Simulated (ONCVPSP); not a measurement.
What one change does to a pseudopotential (nitrogen, ONCV)

N (Z = 7), optimised norm-conserving Vanderbilt (ONCV), made with ONCVPSP 4.0.1 (revPBE, scalar-relativistic). Core [He], reference 2s2 2p1 (charge +2). Waves: 2s: rc 0.85 bohr, ncon 4, nbas 7, qcut 7.1 1/bohr, 2 projectors, debl 1.3 Ha; 2p: rc 2.05 bohr, ncon 4, nbas 9, qcut 6.7 1/bohr, 3 projectors, debl 3 Ha. Local part: polynomial inside 0.75 bohr (lpopt 5, dvloc0 6 Ha). Core correction: none.

In the s channel the program set the typed energies aside and used -1.809, 0.250 Ha.

All-electron outer shells of the reference configuration (revPBE, scalar-relativistic, ld1.x):

```
shell  level (eV)  outermost node (bohr)  outermost maximum (bohr)
   1s     -424.13                      –                      0.15
   2s      -49.21                   0.32                      0.96
   2p      -37.43                      –                      0.86
```

Change: reference 2s2 2p3.

Cutoffs: the cutoffs (Ha) at which the residual kinetic energy of the hardest occupied pseudo-wave falls to 1 and 0.1 mHa per electron; they do not see the model core or the augmentation charge, which bear on the density cutoff. Errors are all-electron minus pseudo energies relative to the spin-unpolarised reference configuration.

What does the change do?

The potential gets softer (50 Ha and 133 Ha → 32 Ha and 124 Ha); neither file shows a bound ghost.

```tsv
quantity	base	changed
cutoff, loose	50 Ha	32 Ha
cutoff, tight	133 Ha	124 Ha
loose cutoff by channel	s 50 Ha, p 16 Ha	s 32 Ha, p 15 Ha
bound ghosts	none	none
GHOST(+) flags under 300 eV	none	none
largest error over its own tests, meV	+1113	+1831
s: phases at 0.86 bohr within 0.05 rad from the reference energy up to (Ha; the scan ends near 5)	to the end of the scan	to the end of the scan
p: phases at 2.08 bohr within 0.05 rad from the reference energy up to (Ha; the scan ends near 5)	to the end of the scan	to the end of the scan
```
